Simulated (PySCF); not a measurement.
## C₆ coefficients of unlike pairs at PBE

Calculated with PySCF 2.14 from the dipole response of each species, C₆(A,B) = (3/π) ∫ α_A(iu) α_B(iu) du, in atomic units, from isotropic polarisabilities. For ions this is the dispersion term alone; charge-induced terms of lower order in 1/R come first.

```json
{"species": "Hg²⁺", "configuration": "[Xe] 4f14 5d10 (1S)", "basis": "def2-QZVPPD with the def2 core potential (60 electrons) (7s5p4d4f2g)", "relativity": "core potential", "α (bohr³)": "8.122", "C₆ (like pair)": "52.80"}
{"species": "Hf³⁺", "configuration": "[Xe] 4f14 5d1 (2D)", "basis": "def2-QZVPPD with the def2 core potential (60 electrons) (7s6p4d3f2g)", "relativity": "core potential", "α (bohr³)": "6.481", "C₆ (like pair)": "26.39"}
{"species": "Sr", "configuration": "[Kr] 5s2 (1S)", "basis": "x2c-TZVPPall with one added diffuse shell each of s, p, d, f type (9s7p7d3f1g)", "relativity": "spin-free X2C", "α (bohr³)": "195.1", "C₆ (like pair)": "3123"}
{"species": "Cr²⁺", "configuration": "[Ar] 3d4 (5D)", "basis": "x2c-TZVPPall with one added diffuse shell each of s, p, d, f type (7s6p5d3f1g)", "relativity": "spin-free X2C", "α (bohr³)": "4.653", "C₆ (like pair)": "13.70"}
```

(1) Estimate C₆ for Sr with Hf³⁺.

No spin-orbit coupling is included.

The other pairs:

```
      pair     C₆
  Sr, Hg²⁺  253.8
Cr²⁺, Hg²⁺  26.83
Cr²⁺, Hf³⁺  18.99
  Cr²⁺, Sr  138.2
Hf³⁺, Hg²⁺  37.23
```

Answers

(1) The integral gives 192.5. The combination rule 2 C_A C_B / (C_A α_B/α_A + C_B α_A/α_B) gives 183.5 and the geometric mean 287.1.
